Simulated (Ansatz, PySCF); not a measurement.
CH₇ClOSi₃, SMILES O[Si@H]1[SiH2]C[Si@@H]1Cl. Atoms are numbered in the order given.

```xyz
13

O      2.5548    -0.5910     0.8550
Si     1.4376    -0.0877    -0.2979
Si    -0.1490    -1.7688    -0.8823
C     -1.2483    -1.1464     0.5674
Si    -0.5703     0.6213     0.7032
Cl    -1.5207     1.7766    -0.7726
H      3.2582    -1.1775     0.5500
H      2.0741     0.7604    -1.3506
H      0.2461    -3.2048    -0.7590
H     -0.8079    -1.5571    -2.2033
H     -0.9517    -1.6965     1.4797
H     -2.3379    -1.2412     0.4435
H     -0.7391     1.3182     2.0095
```

Coordinates come from a B3LYP-D3(BJ)/def2-SVP optimisation. The structure was generated by enumeration; whether it is a known compound was not checked. Other conformers were not sampled.

Two levels are set side by side: PBE-D3(BJ)/def2-SVP (Ansatz, a program for electronic structure) and B3LYP-D3(BJ)/def2-SVP (Ansatz). Each level has its own optimised geometry; the coordinates shown are those of the second. Frequencies come from the Hessian of PySCF at each geometry. Differences are taken from unrounded values.

```json
[
 {"quantity": "mean bond length (Å)", "B3LYP-D3(BJ)": "1.653", "PBE-D3(BJ)": "1.661", "PBE-D3(BJ) minus B3LYP-D3(BJ)": "0.009"},
 {"quantity": "bond O1–Si2 (Å)", "B3LYP-D3(BJ)": "1.683", "PBE-D3(BJ)": "1.697", "PBE-D3(BJ) minus B3LYP-D3(BJ)": "0.014"},
 {"quantity": "bond Si2–Si3 (Å)", "B3LYP-D3(BJ)": "2.384", "PBE-D3(BJ)": "2.388", "PBE-D3(BJ) minus B3LYP-D3(BJ)": "0.004"},
 {"quantity": "bond Si2–Si5 (Å)", "B3LYP-D3(BJ)": "2.353", "PBE-D3(BJ)": "2.356", "PBE-D3(BJ) minus B3LYP-D3(BJ)": "0.003"},
 {"quantity": "bond Si3–C4 (Å)", "B3LYP-D3(BJ)": "1.923", "PBE-D3(BJ)": "1.928", "PBE-D3(BJ) minus B3LYP-D3(BJ)": "0.005"},
 {"quantity": "bond C4–Si5 (Å)", "B3LYP-D3(BJ)": "1.898", "PBE-D3(BJ)": "1.903", "PBE-D3(BJ) minus B3LYP-D3(BJ)": "0.005"},
 {"quantity": "bond Si5–Cl6 (Å)", "B3LYP-D3(BJ)": "2.101", "PBE-D3(BJ)": "2.105", "PBE-D3(BJ) minus B3LYP-D3(BJ)": "0.004"},
 {"quantity": "bond O1–H7 (Å)", "B3LYP-D3(BJ)": "0.965", "PBE-D3(BJ)": "0.974", "PBE-D3(BJ) minus B3LYP-D3(BJ)": "0.009"},
 {"quantity": "bond Si2–H8 (Å)", "B3LYP-D3(BJ)": "1.494", "PBE-D3(BJ)": "1.509", "PBE-D3(BJ) minus B3LYP-D3(BJ)": "0.015"},
 {"quantity": "bond Si3–H9 (Å)", "B3LYP-D3(BJ)": "1.494", "PBE-D3(BJ)": "1.509", "PBE-D3(BJ) minus B3LYP-D3(BJ)": "0.014"},
 {"quantity": "bond Si3–H10 (Å)", "B3LYP-D3(BJ)": "1.491", "PBE-D3(BJ)": "1.504", "PBE-D3(BJ) minus B3LYP-D3(BJ)": "0.013"},
 {"quantity": "bond C4–H11 (Å)", "B3LYP-D3(BJ)": "1.106", "PBE-D3(BJ)": "1.113", "PBE-D3(BJ) minus B3LYP-D3(BJ)": "0.008"},
 {"quantity": "bond C4–H12 (Å)", "B3LYP-D3(BJ)": "1.101", "PBE-D3(BJ)": "1.108", "PBE-D3(BJ) minus B3LYP-D3(BJ)": "0.008"},
 {"quantity": "bond Si5–H13 (Å)", "B3LYP-D3(BJ)": "1.490", "PBE-D3(BJ)": "1.506", "PBE-D3(BJ) minus B3LYP-D3(BJ)": "0.015"},
 {"quantity": "highest harmonic wavenumber (cm⁻¹)", "B3LYP-D3(BJ)": "3853", "PBE-D3(BJ)": "3743", "PBE-D3(BJ) minus B3LYP-D3(BJ)": "-111"},
 {"quantity": "mean harmonic wavenumber (cm⁻¹)", "B3LYP-D3(BJ)": "1031", "PBE-D3(BJ)": "999", "PBE-D3(BJ) minus B3LYP-D3(BJ)": "-31"},
 {"quantity": "zero-point energy (kcal/mol)", "B3LYP-D3(BJ)": "48.62", "PBE-D3(BJ)": "47.15", "PBE-D3(BJ) minus B3LYP-D3(BJ)": "-1.47"}
]
```

GGA bonds tend to be longer and softer than those of functionals with exact exchange. Differences between two approximate levels are no errors against the true value.
